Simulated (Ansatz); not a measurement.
Breaking the B1–Br3 bond in BBr2H (SMILES BrBBr) (multiplicity 1 held, fragments rigid). Energies count from the point at 1.902 Å.
Geometry at that point (charge 0, multiplicity 1):
```xyz
4

B     -0.62320    -0.38098    -0.41274
H     -1.49973    -0.91682    -0.99326
Br    -0.32832     1.47752    -0.68765
Br     0.46020    -1.39690     0.77499
```

Unrestricted levels (U-) break spin symmetry where that is lower. Active spaces are followed from a long bond inwards. Curves can end on different states.

Cores are frozen in the correlated methods. Filled d and f shells under p-block atoms count as core.

Codes used: Ansatz (a first-principles code) with Gaussian orbitals. Each number belongs to the level named beside it.

Give the energy at R = 6.086 Å at the level FIC-MRCISD on CASSCF(6,4)/cc-pVTZ.

101.4 kcal/mol

Give the energy at R = 6.086 Å at the level FIC-MRCISD+Q on CASSCF(6,4)/cc-pVTZ.

103.6 kcal/mol

What is the computed energy at R = 6.086 Å (U-HF/cc-pVTZ)?

76.9 kcal/mol

Doubts at one or more of the structures used: a spin-contaminated determinant (U-HF/cc-pVTZ); active orbitals that take no part (FIC-MRCISD on CASSCF(6,4)/cc-pVTZ, FIC-MRCISD+Q on CASSCF(6,4)/cc-pVTZ).
